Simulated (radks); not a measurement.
Task: These are the eigenvalues of the occupied orbitals of an atom or ion with whole-number occupations (eV). Calculated with a radial shooting solver on a logarithmic mesh with Libxc functionals: scalar-relativistic Kohn-Sham, LDA (Slater exchange, Perdew-Wang correlation), spin-polarised, spherical densities, finite nucleus; Fermi nuclear charge, rms radius of each element as measured or else 0.836 A^(1/3) + 0.57 fm.

| orbital | eigenvalue |
|---|---|
| 1s up | -21919.95 |
| 1s down | -21919.92 |
| 2s up | -3163.349 |
| 2s down | -3162.778 |
| 2p up | -2836.489 |
| 2p down | -2836.036 |
| 3s up | -566.8597 |
| 3s down | -566.4438 |
| 3p up | -459.4768 |
| 3p down | -459.0239 |
| 3d up | -286.1420 |
| 3d down | -285.5434 |
| 4s up | -89.8232 |
| 4s down | -87.2480 |
| 4p up | -59.8349 |
| 4p down | -57.1367 |
| 4d up | -17.8084 |
| 4d down | -15.0792 |
| 5p up | -8.4065 |

Which element is it, and in what charge state? The configuration may be excited. Open shells, if any, are filled with parallel spins first.

Result: Z = 44, ruthenium, charge +1: Ru+ in [Kr] 4d6 5p1. The list shows which subshells hold electrons but not how many an open one holds; the 1s level, -805.54 hartree, gives Z - s = 40.1 by -(Z - s)^2/2, which with screening and relativity narrows Z to a few neighbours, and the depths of the outer levels then fix element, charge and occupations together.
